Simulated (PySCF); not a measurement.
Gas-phase reaction: MoF6 + F2O → MoOF4 + 4 F

Method: PySCF energies plus ideal-gas RRHO corrections (1 bar). † marks an energy on the PBE0/def2-TZVP geometry and frequencies; other levels use their own. MP2 freezes the core. Open shells (unrestricted): F (multiplicity 2, electronic degeneracy 6); the rest are closed-shell singlets. Spin-orbit splitting is ignored; it lowers the true energy and changes the entropy of F. Mo: scalar-relativistic def2 core potential, no spin-orbit coupling. MP2 isn't extrapolated to the basis-set limit; its ΔH°(298 K) is 441.0 kJ in def2-SVP and 521.4 kJ in def2-TZVPP. The harmonic model lacks anharmonicity and excited electronic states, which grow with temperature; levels with a mode under 35 cm⁻¹ are left out. Soft modes under 120 cm⁻¹ make the harmonic entropy rough for MoF6, MoOF4.

| level | ΔE electronic, kJ | ΔH°(298 K), kJ | ΔS°(298 K), J/K | ΔG°(1600 K), kJ |
|---|---|---|---|---|
| BLYP/def2-TZVP† | 673 | 664 | 381 | 40 |
| M06-2X/def2-TZVP† | 528 | 519 | 381 | -105 |
| MP2/def2-SVP† | 450 | 441 | 381 | -183 |
| PBE/def2-SVP | 777 | 770 | 381 | 149 |
| PBE/def2-TZVP† | 724 | 715 | 381 | 91 |
| PBE0/def2-QZVP† | 572 | 563 | 381 | -61 |
| PBE0/def2-SVP† | 582 | 573 | 381 | -51 |
| LDA/def2-TZVP† | 1003 | 994 | 381 | 370 |
| ωB97M-V/def2-TZVP† | 580 | 571 | 381 | -53 |
ΔH° is lowest at MP2/def2-SVP† and highest at LDA/def2-TZVP†. No reference value is set beside these.
